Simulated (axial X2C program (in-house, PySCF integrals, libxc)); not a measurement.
# Bond lengths and stretching modes, held linear, of FTiF⁻

Computed with an axial X2C code built on PySCF integrals: two-component X2C with atomic mean-field Coulomb and Gaunt terms, Gaussian nuclei, basis F dyall-av3z, Ti dyall-v3z with contracted cores. Spin-free rows use the one-electron spin-free X2C Hamiltonian.

Masses F 18.998, Ti 47.948, F 18.998 u. States: 2c Ω = 3/2 (beyond evenly filled blocks: ω = 1/2, ω = -3/2, ω = 5/2); spin-free M_S = 3/2, Λ = 0 (beyond evenly filled blocks: σα, δ+α, δ-α).

PBE0, spin-free: energies above the lowest point

| r(F–Ti) (Å) | r(Ti–F) (Å) | E (meV) |
| --- | --- | --- |
| 1.8320 | 1.8320 | 50.52 |
| 1.8320 | 1.8790 | 22.88 |
| 1.8320 | 1.9260 | 32.15 |
| 1.8790 | 1.8320 | 22.88 |
| 1.8790 | 1.8790 | 0.00 |
| 1.8790 | 1.9260 | 13.55 |
| 1.8790 | 1.9729 | 55.13 |
| 1.9260 | 1.8320 | 32.15 |
| 1.9260 | 1.8790 | 13.55 |
| 1.9260 | 1.9260 | 30.94 |
| 1.9729 | 1.8790 | 55.13 |
| 1.9729 | 1.9729 | 124.12 |

Q: Fit a quadratic surface with cubic terms in each bond: where is the minimum, and what are the two stretching wavenumbers?

A: At PBE0, spin-free: bonds 1.883 and 1.883 Å; harmonic stretches 504.7 and 605.7 cm⁻¹; force constants 2.57, 2.57 and coupling 0.28 mdyn/Å.

The other levels and Hamiltonians give:

| Hamiltonian | level | r(F–Ti) (Å) | r(Ti–F) (Å) | lower stretch (cm⁻¹) | upper stretch (cm⁻¹) |
| --- | --- | --- | --- | --- | --- |
| 2c | PBE0 | 1.883 | 1.883 | 504.5 | 605.5 |
| 2c | HF | 1.910 | 1.910 | 507.5 | 614.0 |
| 2c | LDA | 1.845 | 1.845 | 527.9 | 637.5 |
| 2c | MP2 | 1.895 | 1.895 | 501.3 | 598.2 |
| spin-free | HF | 1.910 | 1.910 | 507.7 | 614.4 |
| spin-free | LDA | 1.844 | 1.844 | 528.0 | 637.6 |
| spin-free | MP2 | 1.895 | 1.895 | 501.5 | 598.3 |

Each state is one determinant, the lowest of a limited PBE0 search; the stretches come from a fit to these few points and carry an uncertainty of a few per cent. Other orders of the atoms were not compared. MP2 freezes inner shells (threshold -2 hartree). For an anion the highest level of a functional can be positive, and the basis then holds the extra electron. The molecule was held linear; bending was not examined, so a bent shape may lie lower. Note: several unpaired electrons, one determinant need not be a pure state.
